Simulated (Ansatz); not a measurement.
Consider the isomerisation: `[SiH3]C=[Se]` → `C1[SiH2][Se]1`.

Isolated molecules relaxed with PBE0-D4/def2-TZVP in Ansatz; ΔE leaves out vibrations. CCSD(T)/CBS adds triple-zeta CCSD(T) − MP2 to the extrapolated MP2 energy (def2 sets, frozen cores). DFT in def2-TZVPP. B3LYP here is the variant with VWN-RPA as its local correlation; programs differ in this. HSE06 is defined as in plane-wave codes. For Se outer-core shells are correlated without core-valence functions, which leaves a few kJ/mol of doubt a bond. Scalar relativity is left out up to krypton.

`[SiH3]C=[Se]`:

```xyz
7

Si   -0.374   -0.017   -0.719
C     0.562   -0.088    0.900
Se    0.310    1.028    2.229
H    -1.068   -1.317   -0.929
H     0.603    0.166   -1.827
H    -1.346    1.098   -0.687
H     1.313   -0.869    1.033
```

`C1[SiH2][Se]1`:

Z-matrix (Å, degrees):
```
C
Se 1 2.020
Si 1 1.839 2 70.2
H 1 1.085 2 112.0 3 115.4
H 1 1.085 2 112.0 3 -115.4
H 3 1.479 1 118.7 2 -108.0
H 3 1.479 1 118.7 2 108.0
```

Question: Is it downhill or uphill in electronic energy at CCSD(T)/CBS, and by how much? (Estimate.)

Answer: Ansatz gave: Downhill: ΔE = -106.7 kJ/mol.

Question: What do these levels give: B3LYP-D4, HSE06-D4, r2SCAN0, CCSD/def2-SVP, CCSD(T)/def2-SVP, HF/CBS(def2)? (An estimate is asked.)

Answer: The calculation gave: B3LYP-D4 -101.7, HSE06-D4 -127.3, r2SCAN0 -129.9, CCSD/def2-SVP -86.9, CCSD(T)/def2-SVP -83.1, HF/CBS(def2) -97.9 kJ/mol.

Largest T1 diagnostic among the species: 0.014.

From BLYP to BHLYP (50 % exact exchange), in def2-TZVPP and without D4, ΔE moves by −17.9 kJ/mol. At CCSD(T), def2-SVP lies +23.5 kJ/mol from the extrapolated value and def2-TZVPP +4.5 kJ/mol. In def2-TZVPP, CCSD(T) changes the Hartree–Fock value by −3.5 kJ/mol (the triples alone add +2.2 kJ/mol) and MP2 by −16.0 kJ/mol.
